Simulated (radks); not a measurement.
Problem. The mean radii <r> (bohr) of the occupied orbitals of an atom or ion are listed with their occupations. All-electron calculation, scalar-relativistic Kohn-Sham, r2SCAN, spin-polarised, spherical densities, finite nucleus; meta-GGA in the generalised Kohn-Sham scheme; Fermi nuclear charge, rms radius of each element as measured or else 0.836 A^(1/3) + 0.57 fm. Program: a radial shooting solver on a logarithmic mesh with Libxc functionals.

orbital  occ.      <r>
1s up       1  0.06960
1s down     1  0.06960
2s up       1   0.3241
2s down     1   0.3239
2p up       3   0.2897
2p down     3   0.2895
3s up       1   0.9948
3s down     1   0.9974
3p up       3    1.064
3p down     3    1.064
3d up       1    1.361
4s up       1    2.972
4p up       1    3.473

Name the element and its charge. Open shells, if any, are filled with parallel spins first.

Solution. Z = 22, titanium, charge +1: Ti+ in [Ar] 3d1 4s1 4p1. The 1s radius gives Z: for a bare nucleus <r> = (2 gamma + 1)/(2Z) with gamma = sqrt(1 - (Z/c)^2), 0.06759 bohr for Z = 22, and screening makes it slightly larger (0.06960 here). The occupations add up to 21, and the charge is Z minus that.
